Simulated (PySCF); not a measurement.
SMILES O[SeH] (H2OSe) (CAM-B3LYP/def2-SVP optimised geometry):

```
4

Se    -0.600    -1.034     0.000
H      0.878    -1.034     0.000
O     -0.828     0.759     0.000
H     -0.878     1.034    -0.925
```

Computed with CAM-B3LYP/def2-TZVP run with PySCF.

Task: What are the frontier orbital energies and the dipole moment?

Result: HOMO-2 -12.22 eV, HOMO-1 -10.22 eV, HOMO -8.24 eV, LUMO -0.18 eV, LUMO+1 1.45 eV; dipole moment 1.68 D.

On the same geometry PySCF with PBE/def2-TZVP gives HOMO-2 -9.25 eV, HOMO-1 -7.21 eV, HOMO -5.63 eV, LUMO -2.26 eV, LUMO+1 -0.37 eV; dipole moment 1.55 D.

Meta-Löwdin charges at CAM-B3LYP/def2-TZVP: Se1 0.27, H2 0.04, O3 -0.66, H4 0.35.
